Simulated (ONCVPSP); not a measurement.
## An all-electron radial function and its pseudo partner (niobium (Nb))

Columns: radius, all-electron u(r) and pseudo u(r) of the 4p shell (level -34.85 eV) of niobium in the configuration [Ar] 3d10 4s2 4p6 4d4 5s0.75 5p0.25; PBE, scalar-relativistic, ONCV scheme, ONCVPSP 4.0.1.

| r (bohr) | all-electron | pseudo |
| --- | --- | --- |
| 0.110 | 0.2699 | 0.0246 |
| 0.220 | -0.2846 | 0.0953 |
| 0.330 | -0.5121 | 0.2043 |
| 0.440 | -0.3292 | 0.3393 |
| 0.550 | 0.0231 | 0.4857 |
| 0.660 | 0.3763 | 0.6285 |
| 0.770 | 0.6568 | 0.7544 |
| 0.880 | 0.8466 | 0.8531 |
| 0.990 | 0.9527 | 0.9184 |
| 1.100 | 0.9910 | 0.9484 |
| 1.210 | 0.9794 | 0.9449 |
| 1.320 | 0.9344 | 0.9126 |
| 1.430 | 0.8690 | 0.8583 |
| 1.540 | 0.7930 | 0.7893 |
| 1.650 | 0.7134 | 0.7129 |
| 1.760 | 0.6346 | 0.6350 |
| 1.870 | 0.5597 | 0.5599 |
| 1.980 | 0.4901 | 0.4901 |
| 2.090 | 0.4268 | 0.4268 |
| 2.200 | 0.3700 | 0.3700 |
| 2.310 | 0.3196 | 0.3195 |
| 2.420 | 0.2751 | 0.2751 |
| 2.530 | 0.2363 | 0.2362 |
| 2.640 | 0.2025 | 0.2024 |
| 2.750 | 0.1732 | 0.1731 |
| 2.860 | 0.1479 | 0.1478 |

How many radial nodes do the two functions have?

The all-electron 4p function has n − l − 1 = 2; the pseudo-wave has 0, since the states of the same l below it are removed with the core.

At about which radius was the pseudo-wave matched?

2.20 bohr. The columns agree to 0.0005 from 1.76 bohr on; several derivatives are matched, so the curves merge somewhat inside the radius.

Is the pseudo-wave norm-conserving?

Yes: the ONCV scheme keeps the norm inside the radius equal to the all-electron one, which fixes the energy derivative of the logarithmic derivative at the level.
